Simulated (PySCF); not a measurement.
## Adding and removing an electron: IF

r²SCAN; basis I def2-SVP with ECP28, F def2-SVP; scalar-relativistic core potentials; PySCF 2.14. Neutral (UKS): singlet (closed shell), Re = 1.953 Å, ωe = 611 cm⁻¹, De = 2.68 eV, HOMO -7.02 eV, LUMO -4.44 eV.

IF⁺ (UKS): doublet (π ↑), Re = 1.890 Å, ωe = 692 cm⁻¹, De = 2.60 eV to I⁺ + F. The energies at the minima are -397.48333 hartree for IF and -397.09111 for IF⁺.

Q: Work out the adiabatic ionisation energy, without and with harmonic zero-point energies (1 hartree = 27.2114 eV, 1 eV = 8065.5 cm⁻¹), and the change of the bond length.

A: At r²SCAN: 0.39222 hartree = 10.673 eV between the minima; the zero-point term (692.0 − 611.0)/2 cm⁻¹ = +0.005 eV makes it 10.678 eV. Re changes by -6.3 pm against the neutral. Minus the HOMO energy is 7.02 eV, -3.65 eV from the value between the minima; self-interaction puts the Kohn–Sham level too high, less so with exact exchange. The electron leaves a π orbital, and the shorter bond of the ion fits an antibonding orbital, or a change in how ionic the bond is.

Spin–orbit coupling is left out, which matters for elements this heavy, above all for dissociation energies. For an ion De counts to the pair picked by the measured ionisation energies or electron affinities, which need not be the lowest pair at this level. States were picked by a PBE0 search and need not be the measured ground states.
